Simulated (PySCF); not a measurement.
C4H6Ge, SMILES C#C[C](=C)[GeH3].

Coordinates come from a B3LYP-D3(BJ)/def2-SVP optimisation. The structure was generated by enumeration, and PubChem lists no compound with its InChIKey, so it may never have been made.

Two levels are set side by side: PBE/def2-TZVP (PySCF) and PBE0/def2-TZVP (PySCF). Same geometry, gas phase. Differences are taken from unrounded values.

```tsv
quantity	PBE
orbital gap (eV)	4.05
highest occupied level (eV)	-6.20
lowest empty level (eV)	-2.15
dipole moment (D)	0.34
mean polarisability (bohr³)	81.6
```

Problem. These are the PBE values. What does PBE0 give? (The exact figures need the calculation; the answer reports its results.)

Solution. 
| quantity | PBE0 | PBE minus PBE0 |
|---|---|---|
| orbital gap (eV) | 6.00 | -1.95 |
| highest occupied level (eV) | -7.22 | 1.02 |
| lowest empty level (eV) | -1.22 | -0.93 |
| dipole moment (D) | 0.40 | -0.06 |
| mean polarisability (bohr³) | 79.3 | 2.3 |

Without exact exchange PBE keeps part of each electron's self-repulsion, which lifts occupied levels and narrows the gap. Differences between two approximate levels are no errors against the true value.

Rough cost on one machine, each run with all the roots and properties that it gave: PBE0 against PBE within a factor of 2.
